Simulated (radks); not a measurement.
Values are calculated unless marked as measured or tabulated.
Species: F-. Configuration: [Ne].

Code: a radial shooting solver on a logarithmic mesh with Libxc functionals. Model: non-relativistic Kohn-Sham, PBE, spin-polarised, spherical densities, point nucleus; hard spherical wall at 3 bohr.

Energy parts (hartree):
| part | energy |
|---|---|
| total | -99.38814 |
| kinetic | 101.13018 |
| electron-nucleus | -247.30219 |
| Hartree | 57.74315 |
| exchange-correlation | -10.95927 |

Orbitals (lengths in bohr, moments of r in powers of bohr):
orbital,occ.,eigenvalue (hartree),<r^4>
1s,2,-23.35046,0.004641
2s,2,-0.28550,2.917
2p,6,0.41128,3.928
3s,0,1.64570,17.00
3d,0,1.85478,15.74
3p,0,1.91882,15.91

The highest occupied level is 2p at 11.191 eV. The electron density at the nucleus is 447.9 e/bohr^3. Summed over all electrons, <r^2> = 11.30 bohr^2, which gives a Langevin (diamagnetic) susceptibility term of -8.95 x 10^-6 cm^3/mol. The pressure on the wall is 177 GPa. The density falls to 0.001 e/bohr^3 at r = 2.74 bohr.
